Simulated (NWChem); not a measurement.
Molecule: CH3ClOSn, singlet; SMILES C[O][Sn][Cl]

```xyz
7

Sn     0.6900    -0.0863    -0.0016
Cl    -1.4568    -1.1842     0.0017
O      0.0391     1.7885     0.0002
C     -1.2507     2.3256     0.0020
H     -2.0388     1.5512     0.0054
H     -1.3945     2.9664     0.8909
H     -1.3988     2.9626    -0.8890
```
Atoms are numbered in this order, from 1.

Level: PBE0/def2-SVP with def2 effective core potentials on Sn (NWChem), optimised geometry, unscaled harmonic frequencies. Low-valent species are run as closed-shell singlets; no triplet was tried in these runs. def2 effective core potentials on Sn; no spin-orbit coupling.

```json
[
 {"frequency (cm⁻¹)": "105", "IR intensity (km/mol)": "0.0"},
 {"frequency (cm⁻¹)": "129", "IR intensity (km/mol)": "5.0"},
 {"frequency (cm⁻¹)": "145", "IR intensity (km/mol)": "15.6"},
 {"frequency (cm⁻¹)": "258", "IR intensity (km/mol)": "5.3"},
 {"frequency (cm⁻¹)": "344", "IR intensity (km/mol)": "63.6"},
 {"frequency (cm⁻¹)": "526", "IR intensity (km/mol)": "66.5"},
 {"frequency (cm⁻¹)": "1153", "IR intensity (km/mol)": "212.9"},
 {"frequency (cm⁻¹)": "1170", "IR intensity (km/mol)": "2.1"},
 {"frequency (cm⁻¹)": "1187", "IR intensity (km/mol)": "7.9"},
 {"frequency (cm⁻¹)": "1460", "IR intensity (km/mol)": "23.3"},
 {"frequency (cm⁻¹)": "1469", "IR intensity (km/mol)": "5.2"},
 {"frequency (cm⁻¹)": "1474", "IR intensity (km/mol)": "1.6"},
 {"frequency (cm⁻¹)": "3007", "IR intensity (km/mol)": "94.9"},
 {"frequency (cm⁻¹)": "3092", "IR intensity (km/mol)": "36.9"},
 {"frequency (cm⁻¹)": "3101", "IR intensity (km/mol)": "19.4"}
]
```

```
Item                                                                               Result
-----------------------------------------------------------------------  ----------------
zero-point energy                                                           26.6 kcal/mol
thermal correction to the enthalpy at 298.15 K (with zero-point energy)     31.0 kcal/mol
heat capacity Cv                                                         17.2 cal/(mol K)
entropy at 298.15 K and 1 atm (symmetry number 1)                        81.8 cal/(mol K)
```

Rigid rotor and harmonic oscillator.
